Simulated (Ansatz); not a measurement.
Input file for Ansatz (a quantum-chemistry and plane-wave program): R-PBE/def2-TZVPPD on HI (SMILES I). Elements past Kr take the def2 small-core potentials; no spin–orbit coupling. Files ending in .json are basis or fitting sets from the Basis Set Exchange.

Ansatz 0.2 input:
```yaml
crystal:
  periodic: [false, false, false]
  atoms:
    - {symbol: I, position_ang: [-0.61206319, -0.35477476, -0.57036527]}
    - {symbol: H, position_ang: [0.32422235, -0.25240651, 0.74339824]}
basis:
  gaussian:
    orbitals: def2-TZVPPD.json
hamiltonian:
  xc: {name: PBE}
scf: {lower_state_search: off}
```

Q: What total energy does the run end on?

A: -298.2918 hartree.
